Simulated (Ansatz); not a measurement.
Consider the substitution at a C–Si bond: `C[Si](Cl)(Cl)C#N` + `O[SiH3]` → `N#CO[SiH3]` + `C[SiH](Cl)Cl`.

Calculated with Ansatz (gas phase, PBE0-D4/def2-TZVP geometries, no zero-point term in ΔE). CCSD(T)/CBS is the MP2 limit (def2-TZVPP, def2-QZVPP) plus CCSD(T) − MP2 in def2-TZVPP, frozen cores. Functionals use def2-TZVPP. B3LYP here is the variant with VWN-RPA as its local correlation; programs differ in this. HSE06 is defined as in plane-wave codes.

| level | ΔE (kcal/mol) | difference from CCSD(T)/CBS |
| --- | --- | --- |
| B97M-V | 26.0 | -2.5 |
| HSE06-D4 | 24.2 | -4.3 |
| ωB97X-V | 25.1 | -3.4 |
| B2PLYP | 26.0 | -2.5 |
| revPBE | 22.9 | -5.6 |
| BLYP | 23.2 | -5.3 |
| PBE0 | 23.5 | -5.0 |
| B3LYP | 23.8 | -4.7 |
| r2SCANh | 24.8 | -3.7 |
| MP2/def2-SVP | 24.6 | -3.9 |
| HF/def2-TZVPP | 24.1 | -4.4 |
| MP2/def2-TZVPP | 29.5 | 1.0 |
| SCS-MP2/def2-TZVPP | 28.6 | 0.1 |
| MP2/def2-QZVPP | 29.8 | 1.3 |
| SCS-MP2/def2-QZVPP | 29.0 | 0.5 |
| MP2/CBS(def2) | 30.2 | 1.7 |
| CCSD(T)/CBS | 28.5 | 0 |

(1) What do rigid-rotor, harmonic-oscillator terms from PBE0-D4/def2-TZVP frequencies (298.15 K, 1 bar) make of the CCSD(T)/CBS value? (Estimate.)

Largest T1 diagnostic among the species: 0.014.

Answers

(1) Ansatz gave: ΔZPE = -0.4 kcal/mol, ΔH = +27.7 kcal/mol, ΔS = 0 J/(mol·K), ΔG = +27.7 kcal/mol.

Leaving LDA and LC-ωPBE aside and taking each functional with its dispersion term where it has one, the values, not all of them listed here, spread over 3.4 kcal/mol, from PBE-D4 to ωB97M-V. LDA lies −1.5 kcal/mol from PBE without D4. At CCSD(T), def2-SVP lies −5.4 kcal/mol from the extrapolated value and def2-TZVPP −0.7 kcal/mol.
